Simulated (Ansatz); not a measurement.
This Ansatz (a quantum-chemistry and plane-wave program) input (MP2/aug-pcseg-3) gives -288.91193 Eh with 89 basis functions. A basis named .json is the Basis Set Exchange file of that set (core-valence sets with the plain set on hydrogen).

Ansatz 0.2 input:
```yaml
crystal:
  periodic: [false, false, false]
  atoms:
    - {symbol: Si, position_ang: [0.00000000, 0.00000000, 0.00000000]}
basis:
  gaussian:
    orbitals: aug-pcseg-3
magnetization: {spin_polarized: true, initial_magnetization: 2}
correlation: {method: mp2, electrons: outside_noble_gas}
scf: {lower_state_search: full}
```

Change:
```diff
- orbitals: aug-pcseg-3
+ orbitals: aug-cc-pV_Q+d_Z.json
```

Task: What does the run give now?

Result: -288.91864 Eh (MP2/aug-cc-pV(Q+d)Z, 89 functions), a change of -6.71 mEh.
